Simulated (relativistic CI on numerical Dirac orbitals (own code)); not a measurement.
**What each ingredient does to the levels of Tm¹¹⁺**

Base calculation: Dirac-Coulomb-Breit CI, KLI orbitals optimised for each configuration, a model potential for QED, unscaled Slater integrals.

Configurations in the expansion (outside the closed core [Ar] 3d10 4p6): 4s2 4d10 4f10 5s2, 4s2 4d10 4f10 5s 5p, 4s2 4d10 4f11 5s, 4s2 4d10 4f9 5s2 5d, 4s2 4d10 4f9 5s2 6s, 4s2 4d10 4f11 5d, 4s2 4d10 4f11 6s, 4s2 4d9 4f11 5s2, 4s2 4d10 4f10 5s 6s, 4s2 4d10 4f9 5s2 7s, 4s 4d10 4f11 5s2, 4s2 4d10 4f12, 4s2 4d9 4f13, 4s2 4d10 4f11 5p, 4s2 4d9 4f12 5p, 4d10 4f12 5s2, 4d10 4f12 5s 5p, 4d10 4f13 5s, 4d9 4f13 5s2, 4d10 4f12 5s 6s. The list is cut by size and lacks configurations that can hold low levels.

Variants: (1) one mean potential for all configurations; (2) non-relativistic limit. Shifts of the energy above 4s2 4d10 4f10 5s2 5I_8, in cm⁻¹, for the lowest level and the first level of each name with at least 55 % of one term (blank where a level changes its place among those of its configuration and J or its character, or is not in the variant):

```csv
Level,Base,Δ(1),Δ(2)
4s2 4d10 4f10 5s2 5I_8,0.0,0.0,0.0
4s2 4d10 4f10 5s2 5I_7,7088.1,+117.3,-7088.1
4s2 4d10 4f10 5s2 5I_6,12102.5,+171.6,-12102.4
4s2 4d10 4f10 5s2 5I_5,15813.6,+196.8,-15813.6
4s2 4d10 4f10 5s2 5I_4,18745.7,+226.0,-18745.7
4s2 4d10 4f10 5s2 5F_5,25366.0,-118.8,-3130.3
4s2 4d10 4f10 5s2 5S_2,29307.0,-114.4,-7071.3
4s2 4d10 4f10 5s2 3K_8,29714.7,-106.3,-2762.8
4s2 4d10 4f10 5s2 5F_4,29946.3,-34.9,-7710.6
4s2 4d10 4f10 5s2 5F_3,32746.1,+2.1,-10510.4
4s2 4d10 4f10 5s2 5F_2,33228.4,-48.4,-10992.7
4s2 4d10 4f10 5s2 5F_1,34994.9,-5.3,-12759.2
4s2 4d10 4f10 5s2 3K_7,36480.3,-8.8,-9528.4
4s2 4d10 4f10 5s2 3L_9,41051.3,-140.6,-3351.7
```

At this charge energies of transitions that change n are usually good to better than 1 %, and those within a shell (Δn = 0) to a few per cent. Terms inside the open d or f shell come out 10 to 20 % too wide with unscaled integrals. Levels and lines within the n = 5 or 6 shells can be off by up to 10 % or somewhat more, and those that change n by about 2 %, since core polarisation is missing.

Ionisation energy from the two ground configurations alone: base 210.65 eV. The NIST ASD value (theoretical) is 239 eV. The gap of more than 2 % comes from missing correlation, or from a tabulated value that is itself an estimate.

LS names give the leading component of a level, which can be under half, so a name can repeat, a term be missing and a line seem to break the LS rules.
